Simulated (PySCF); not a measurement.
**C₆ coefficients of unlike pairs at B3LYP**

Calculated with PySCF 2.14 from the dipole response of each species, C₆(A,B) = (3/π) ∫ α_A(iu) α_B(iu) du, in atomic units, from isotropic polarisabilities. For ions this is the dispersion term alone; charge-induced terms of lower order in 1/R come first.

| species | configuration | basis | relativity | α (bohr³) | C₆ (like pair) |
| --- | --- | --- | --- | --- | --- |
| I | [Kr] 4d10 5s2 5p5 (2P) | aug-cc-pVDZ-PP with ECP28MDF (5s4p3d) | core potential | 31.53 | 335.0 |
| C³⁺ | [He] 2s1 (2S) | dyall-av3z (15s9p3d2f) | spin-free X2C | 3.106 | 2.438 |
| Ti | [Ar] 3d2 4s2 (3F) | dyall-av2z (16s12p7d2f) | none | 102.3 | 1164 |
| K⁺ | [Ar] (1S) | aug-cc-pwCVTZ-X2C (9s8p6d3f) | spin-free X2C | 5.604 | 23.93 |

Problem. Estimate C₆ for K⁺ with I.

Solution. The integral gives 83.30. The combination rule 2 C_A C_B / (C_A α_B/α_A + C_B α_A/α_B) gives 82.56 and the geometric mean 89.52.

No spin-orbit coupling is included.

The other pairs:

| pair | C₆ |
| --- | --- |
| Ti, C³⁺ | 49.79 |
| C³⁺, I | 28.30 |
| K⁺, C³⁺ | 6.773 |
| Ti, I | 552.7 |
| K⁺, Ti | 119.3 |
